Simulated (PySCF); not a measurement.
# C₆ coefficients of unlike pairs at PW91

Calculated with PySCF 2.14 from the dipole response of each species, C₆(A,B) = (3/π) ∫ α_A(iu) α_B(iu) du, in atomic units, from isotropic polarisabilities. For ions this is the dispersion term alone; charge-induced terms of lower order in 1/R come first.

```json
{"species": "K", "configuration": "[Ar] 4s1 (2S)", "basis": "dyall-av2z (17s13p2d)", "relativity": "none", "α (bohr³)": "325.9", "C₆ (like pair)": "4583"}
{"species": "Nb⁺", "configuration": "[Kr] 4d4 (5D)", "basis": "aug-cc-pwCVTZ-PP with ECP28MDF (8s8p7d4f3g)", "relativity": "core potential", "α (bohr³)": "28.71", "C₆ (like pair)": "187.7"}
{"species": "Ne", "configuration": "[Ne] (1S)", "basis": "aug-cc-pwCVTZ (7s6p4d2f)", "relativity": "none", "α (bohr³)": "2.632", "C₆ (like pair)": "6.447"}
```

(1) Estimate C₆ for Ne with Nb⁺.

No spin-orbit coupling is included.

The other pairs:

```tsv
pair	C₆
Ne, K	79.18
Nb⁺, K	687.9
```

## Answers

(1) The integral gives 30.71. The combination rule 2 C_A C_B / (C_A α_B/α_A + C_B α_A/α_B) gives 27.64 and the geometric mean 34.78.
